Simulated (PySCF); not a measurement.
C3H4ClNSi, SMILES C1N=C[Si@H](Cl)C=1. Geometry optimised at PBE-D3(BJ)/def2-SVP. The structure was generated by enumeration; whether it is a known compound was not checked.

Level of theory: PBE-D3(BJ)/def2-SVP (PySCF 2.14.0).

Harmonic wavenumbers (cm⁻¹): 94, 135, 340, 394, 472, 564, 608, 644, 704, 755, 774, 826, 849, 919, 961, 1097, 1238, 1279, 1517, 1580, 2172, 3068, 3104, 3169. Rotational constants (GHz): 5.311, 1.568, 1.381; symmetry number 1.

Q: Work out the zero-point energy and the ideal-gas rigid-rotor harmonic-oscillator thermochemistry at 298.15 K and 1 atm.

A: ZPE = ½ Σ hcν = ½ × 27263 cm⁻¹ = 163.07 kJ/mol. H − E(el) = 181.92 kJ/mol. Entropy in J/(mol K): translation 168.20, rotation 116.01, vibration 51.22, total 335.43. G − E(el) = 81.91 kJ/mol. Cp = 101.90 J/(mol K). Modes under 150 cm⁻¹ make the vibrational entropy uncertain.
